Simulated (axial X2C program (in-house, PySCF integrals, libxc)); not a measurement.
# Outer orbitals of BrF⁺ at 1.678 Å, PBE0

All values were computed with an in-house all-electron X2C program for linear molecules (integrals from PySCF). Spin-free means the one-electron spin-free X2C Hamiltonian; two-component (2c) means X2C with spin–orbit coupling and atomic mean-field two-electron Coulomb and Gaunt terms, so the difference of the two also holds small scalar two-electron terms. Basis: Br dyall-cv3z [8s9p6d4f1g], F dyall-av3z [7s6p3d2f] (cores contracted in-house); Gaussian nuclei, density fitting, unrestricted open shells. Masses: Br 78.918 u, F 18.998 u.

The distance is close to the 2c PBE0 minimum; the highest filled and lowest empty levels are listed.

Spin-free orbitals, state M_S = 1/2, Λ = 1 (beyond evenly filled blocks: π+α, π+β, π-α) (Löwdin shares):

| symmetry | occupied | ε (eV) | atomic character |
| --- | --- | --- | --- |
| σα | yes | -32.73 | 67% Br s, 16% F p, 10% F s |
| σβ | yes | -31.64 | 66% Br s, 18% F p, 10% F s |
| σα | yes | -23.64 | 59% F p, 28% Br p, 7% Br s |
| σβ | yes | -23.35 | 58% F p, 28% Br p, 8% Br s |
| π+α | yes | -22.63 | 78% F p, 19% Br p |
| π-α | yes | -22.63 | 78% F p, 19% Br p |
| π+β | yes | -22.15 | 81% F p, 16% Br p |
| π-β | yes | -21.54 | 82% F p, 15% Br p |
| π-α | yes | -18.33 | 74% Br p, 20% F p, 3% F d |
| π+α | yes | -18.33 | 74% Br p, 20% F p, 3% F d |
| π+β | yes | -17.37 | 77% Br p, 17% F p, 3% F d |
| π-β | no | -14.74 | 78% Br p, 17% F p, 3% F d |
| σα | no | -11.56 | 52% Br p, 23% F p, 14% Br d |
| σβ | no | -11.15 | 52% Br p, 22% F p, 14% Br d |
| σα | no | -3.93 | 52% F s, 21% Br s, 14% F p |

Spinors with spin–orbit coupling (state Ω = 3/2):

```
   ω  occupied  ε (eV)             atomic character    λ mixture
 1/2       yes  -32.71   67% Br s, 16% F p, 10% F s       100% σ
-1/2       yes  -31.62   66% Br s, 18% F p, 10% F s       100% σ
 1/2       yes  -23.60   59% F p, 29% Br p, 7% Br s       100% σ
-1/2       yes  -23.31   58% F p, 29% Br p, 8% Br s  99% σ, 1% π
-1/2       yes  -22.61            76% F p, 20% Br p  99% π, 1% σ
 3/2       yes  -22.51            79% F p, 18% Br p       100% π
 1/2       yes  -22.13            80% F p, 17% Br p       100% π
-3/2       yes  -21.46            82% F p, 14% Br p       100% π
-1/2       yes  -18.47    72% Br p, 22% F p, 3% F d       100% π
 3/2       yes  -18.15    75% Br p, 20% F p, 3% F d       100% π
 1/2       yes  -17.51    76% Br p, 19% F p, 3% F d       100% π
-3/2        no  -14.56    78% Br p, 16% F p, 3% F d       100% π
 1/2        no  -11.52  52% Br p, 23% F p, 14% Br d       100% σ
-1/2        no  -11.11  52% Br p, 22% F p, 14% Br d       100% σ
 1/2        no   -3.93   52% F s, 21% Br s, 14% F p       100% σ
```

**Question.** How does the gap between the highest filled and lowest empty level change from the spin-free to the 2c table?

**Answer.** From 2.63 to 2.95 eV at PBE0, a change of 0.32 eV.

Mulliken charges and populations of the two-component result (they depend on the basis, above all on diffuse functions):

Br 1.16 e (s 7.95 p 15.79 d 10.08 f 0.02), F -0.16 e (s 3.99 p 5.12 d 0.03). ⟨Lz⟩ = 1.00 ħ and ⟨Sz⟩ = 0.50 ħ (0.44 and 0.07 on the two atoms), which add up to Ω.

The state is a single determinant with fixed occupations, the lowest that a limited PBE0 search found. Density functionals use the spin component along the axis (collinear). Without a current term, density functionals place determinants with orbital angular momentum somewhat too high.
